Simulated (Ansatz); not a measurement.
System: CH$_{3}$I$_{3}$Si, charge 0, multiplicity 1. SMILES: C[Si](I)(I)I
Geometry: optimised at B3LYP-D3(BJ)/def2-TZVP (Ansatz, a program for electronic structure).

Property: vertical triplet-singlet gap (E(triplet) - E(singlet); each state is the SCF solution reached for its spin; the molecule has degenerate orbitals, so one determinant may break the symmetry), in kcal/mol. Cores are frozen in the correlated levels unless marked. UHF or UKS for open shells. Spin-orbit coupling is left out. Frozen are the shells of the preceding noble gas and the d and f shells that filled before the atom's block. In def2 rows, elements after Kr have scalar-relativistic effective core potentials. CBS(X,Y): correlation extrapolated as X^-3; Hartree-Fock from the larger set. The bracket is a focal-point correction in the basis named. The program attaches cautions to a run behind CCSD/def2-SVPD: other roots.

```json
[
 {"level": "HF/def2-TZVPPD", "program": "Ansatz", "vertical triplet-singlet gap (kcal/mol)": "105.5", "minus last row": "-2.5"},
 {"level": "HF/def2-QZVPPD", "program": "Ansatz", "vertical triplet-singlet gap (kcal/mol)": "105.2", "minus last row": "-2.8"},
 {"level": "SVWN5/def2-TZVPD", "program": "Ansatz", "vertical triplet-singlet gap (kcal/mol)": "85.0", "minus last row": "-23.0"},
 {"level": "PBE/def2-TZVPD", "program": "Ansatz", "vertical triplet-singlet gap (kcal/mol)": "84.4", "minus last row": "-23.6"},
 {"level": "r2SCAN/def2-TZVPD", "program": "Ansatz", "vertical triplet-singlet gap (kcal/mol)": "90.1", "minus last row": "-17.9"},
 {"level": "B3LYP/def2-TZVPD", "program": "Ansatz", "vertical triplet-singlet gap (kcal/mol)": "91.8", "minus last row": "-16.2"},
 {"level": "PBE0/def2-TZVPD", "program": "Ansatz", "vertical triplet-singlet gap (kcal/mol)": "94.7", "minus last row": "-13.3"},
 {"level": "BHLYP/def2-TZVPD", "program": "Ansatz", "vertical triplet-singlet gap (kcal/mol)": "103.5", "minus last row": "-4.5"},
 {"level": "CAM-B3LYP/def2-TZVPD", "program": "Ansatz", "vertical triplet-singlet gap (kcal/mol)": "102.6", "minus last row": "-5.4"},
 {"level": "wB97M-V/def2-TZVPD", "program": "Ansatz", "vertical triplet-singlet gap (kcal/mol)": "106.8", "minus last row": "-1.2"},
 {"level": "wB97X-V/def2-TZVPD", "program": "Ansatz", "vertical triplet-singlet gap (kcal/mol)": "109.9", "minus last row": "1.9"},
 {"level": "B2PLYP/def2-TZVPD", "program": "Ansatz", "vertical triplet-singlet gap (kcal/mol)": "100.9", "minus last row": "-7.1"},
 {"level": "MP2/def2-TZVPPD", "program": "Ansatz", "vertical triplet-singlet gap (kcal/mol)": "112.2", "minus last row": "4.2"},
 {"level": "RI-MP2/def2-TZVPPD", "program": "Ansatz", "vertical triplet-singlet gap (kcal/mol)": "112.2", "minus last row": "4.2"},
 {"level": "RI-MP2/def2-QZVPPD", "program": "Ansatz", "vertical triplet-singlet gap (kcal/mol)": "112.9", "minus last row": "4.9"},
 {"level": "RI-MP2/CBS(def2-TZVPPD,def2-QZVPPD)", "program": "Ansatz", "vertical triplet-singlet gap (kcal/mol)": "113.7", "minus last row": "5.7"},
 {"level": "SCS-MP2/def2-TZVPPD", "program": "Ansatz", "vertical triplet-singlet gap (kcal/mol)": "113.3", "minus last row": "5.3"},
 {"level": "CCSD/def2-SVPD", "program": "Ansatz", "vertical triplet-singlet gap (kcal/mol)": "106.7", "minus last row": "-1.3"},
 {"level": "CCSD/def2-TZVPPD", "program": "Ansatz", "vertical triplet-singlet gap (kcal/mol)": "108.0", "minus last row": "0.0"},
 {"level": "CCSD(T)/def2-TZVPPD", "program": "Ansatz", "vertical triplet-singlet gap (kcal/mol)": "106.5", "minus last row": "-1.5"},
 {"level": "RI-MP2/CBS(def2-TZVPPD,def2-QZVPPD)+[CCSD(T)-MP2]/def2-TZVPPD", "program": "Ansatz", "vertical triplet-singlet gap (kcal/mol)": "108.0", "minus last row": "0.0"}
]
```
